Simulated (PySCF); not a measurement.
A GIAO shielding run with PySCF 2.14.0 with density-fitted response routines (density fitting, non-relativistic, gas phase) on [GeCl3]-, [Cl3Ge]-:

```
{"job": {"kind": "nmr", "xc": "PBE0", "basis": {"default": "pcSseg-1", "Ge": "pcSseg-2"}}, "charge": -1, "multiplicity": 1}
Ge     0.000406    -0.026501     0.847502
Cl     2.015058     0.025443    -0.280020
Cl    -1.015305     1.734844    -0.232572
Cl    -1.000170    -1.733786    -0.334911
```

Hardware: 1 thread of an x86-64 server CPU, shared host. The job also computes population analyses, field gradients.

**Question.** How large is the calculation?

**Answer.** 84 electrons, 135 basis functions and 752 auxiliary functions.

**Question.** How long does it take?

**Answer.** 7.7 s of wall time, with 11 SCF cycles and 5 response iterations. Times on a shared host scatter by some tens of per cent.

**Question.** And these other runs on the same molecule and hardware: GIAO shielding at B3LYP/pcSseg-1 (pcSseg-2 on Ge); GIAO shielding at PBE/pcSseg-1 (pcSseg-2 on Ge)?

**Answer.** B3LYP/pcSseg-1 (pcSseg-2 on Ge): 135 functions, 6.5 s; PBE/pcSseg-1 (pcSseg-2 on Ge): 135 functions, 7.5 s.
